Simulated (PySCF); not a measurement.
Species: C6H7FOS (charge +1 and doublet state).
Geometry (GFN2-xTB, Å), atoms numbered from 1 in this order:
```xyz
16
C6H7FOS angstrom
C      2.5954    0.2880   -0.5401
C      1.5834   -0.5607   -0.7675
C      0.2123   -0.3428   -0.3834
C     -0.7513   -1.2757   -0.5570
S     -2.3596   -0.7376   -0.0405
O     -2.9974   -1.7030    0.8072
C     -1.5607    0.7106    0.9714
F     -2.3799    1.7657    0.8882
C     -0.2316    0.9313    0.2859
H      3.5791    0.0841   -0.9300
H      2.4935    1.2025    0.0218
H      1.7735   -1.4911   -1.2854
H     -0.6290   -2.2246   -1.0503
H     -1.5217    0.3695    2.0127
H      0.5182    1.2609    1.0114
H     -0.3318    1.7319   -0.4560
```

The hyperfine couplings belong to this conformer and change with its torsions.

Identity: `[CH2+][CH]C1=C[S@@](=O)[C@H](F)C1` [radical] (charge +1).

Theory: PySCF, UKS B3LYP, pcH-1 on C F H O S, non-relativistic, mean-field spin-orbit, GIAO. Isolated species at its GFN2-xTB geometry (one conformer only). Couplings are sensitive to structure, and on GFN2-xTB geometries they can be far from those on DFT ones, by a factor of two or more for some ions and for spin on atoms past the first row. Stability of the SCF solution: not tested.

Principal values of hyperfine tensors in MHz (contact, dipolar and spin–orbit terms together), for some of the nuclei:

```json
{"atom": "S5", "isotope": "33S", "A1": "65.85", "A2": "70.80", "A3": "146.08"}
{"atom": "H15", "isotope": "1H", "A1": "47.61", "A2": "49.28", "A3": "52.15"}
{"atom": "C7", "isotope": "13C", "A1": "24.01", "A2": "24.51", "A3": "56.75"}
{"atom": "O6", "isotope": "17O", "A1": "-137.02", "A2": "39.06", "A3": "40.47"}
{"atom": "H14", "isotope": "1H", "A1": "7.08", "A2": "12.96", "A3": "17.47"}
{"atom": "C1", "isotope": "13C", "A1": "-0.75", "A2": "-0.61", "A3": "37.04"}
{"atom": "C3", "isotope": "13C", "A1": "3.66", "A2": "5.08", "A3": "25.43"}
{"atom": "H13", "isotope": "1H", "A1": "-13.85", "A2": "-11.47", "A3": "-3.13"}
```

(1) Split each tensor into its isotropic and traceless parts, and turn a_iso into mT with g = 2.0074.

(2) What spin density at the nucleus of C7 lies behind its contact coupling (g_N = 1.40482)?

(3) F8 (19F, g_N = 5.25774) isn't in the table. Its spin density at the nucleus is 0.002284 bohr⁻³. What is its contact coupling?

(4) Name the largest traceless tensor T of the table and describe it.

(5) In a single crystal, with the field along each principal axis of the tensor of C7 in turn, what first-order splitting does this nucleus give (isotropic g, quadrupole terms neglected)?

## Answers

(1) a_iso is a third of the trace, T = A − a_iso, and a(mT) = a(MHz)/(g × 13.996). The tensors hold a spin–orbit part: the run splits a_iso into a_FC + a_SO, and T includes its anisotropic share.

```
atom  a_iso (MHz)    a_FC   a_SO  a_iso (mT)       T1      T2     T3
  S5        94.24   94.40  -0.16       3.354   -28.39  -23.44  51.83
 H15        49.68   49.68   0.00       1.768    -2.07   -0.40   2.47
  C7        35.09   35.08   0.01       1.249   -11.08  -10.58  21.66
  O6       -19.16  -18.04  -1.13      -0.682  -117.86   58.22  59.64
 H14        12.50   12.50   0.00       0.445    -5.43    0.45   4.97
  C1        11.90   11.91  -0.02       0.423   -12.64  -12.50  25.15
  C3        11.39   11.41  -0.02       0.405    -7.73   -6.31  14.04
 H13        -9.48   -9.52   0.04      -0.337    -4.37   -1.99   6.35
```

(2) a_FC = (2μ0/3) gₑ μB g_N μN ρ(0)/(2S·h) = 800.24 MHz × g_N × ρ(0)/(2S), with ρ in bohr⁻³. With a_FC = 35.08 MHz and 2S = 1, ρ(0) = 0.0312 bohr⁻³.

(3) By the same relation, a_FC = 9.61 MHz. The spin–orbit term adds +0.32 MHz. Its full tensor has the principal values -17.51, -13.12, 60.41 MHz.

(4) O6: -117.9, 58.2, 59.6 MHz (the dipolar term alone has -119.0, 58.9, 60.1), axial, in the ratio +1:+1:−2, the form that spin in one p orbital centred on that nucleus gives (the nuclear moment is negative).

(5) 2 lines (I = 1/2), spaced by |A_i|/(g × 13.996): 0.85, 0.87, 2.02 mT along the axes of A1, A2 and A3.

On one thread of an Arm Neoverse V2, shared host with 96 logical CPUs at a one-minute load of 42, this took 2.2 min of wall time (with the writing of density and orbital grids) and 1.1 GiB of memory at its peak.

The SMILES draws the unpaired electron on C2; the largest computed Mulliken spin population is on O6 (0.36 against -0.02).
